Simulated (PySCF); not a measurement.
**Sb (antimony, neutral) across methods**

[Kr] 4d10 5s2 5p3, high-spin 4S determinant. All numbers are calculated (PySCF 2.14, a scalar-relativistic core potential, in aug-cc-pVDZ-PP with ECP28MDF).

```tsv
method	E (hartree)	mean ε 5s α (eV)	mean ε 5s β (eV)	mean ε 5p α (eV)	Σ⟨r²⟩ (bohr²)	⟨S²⟩
M06	-240.2656	-14.716	-13.175	-6.186	59.13	3.750
PBE	-240.2020	-13.500	-11.647	-5.460	59.01	3.751
r2SCAN0	-240.2791	-15.813	-12.511	-6.778	58.45	3.752
BLYP	-240.1573	-13.243	-11.790	-5.147	59.28	3.750
r2SCAN	-240.3049	-14.203	-11.622	-5.831	58.47	3.752
LDA	-239.8311	-13.688	-12.099	-5.518	58.94	3.751
M06-L	-240.3595	-13.665	-11.666	-5.395	58.89	3.752
PBE0	-240.2181	-15.308	-12.498	-6.520	58.73	3.751
```

Q: Estimate the same row for UHF.

A: E (hartree) = -239.27321; mean ε 5s α (eV) = -19.921; mean ε 5s β (eV) = -13.853; mean ε 5p α (eV) = -9.100; Σ⟨r²⟩ (bohr²) = 59.47; ⟨S²⟩ = 3.752.

Energies and moments cover only the electrons outside the core potential.
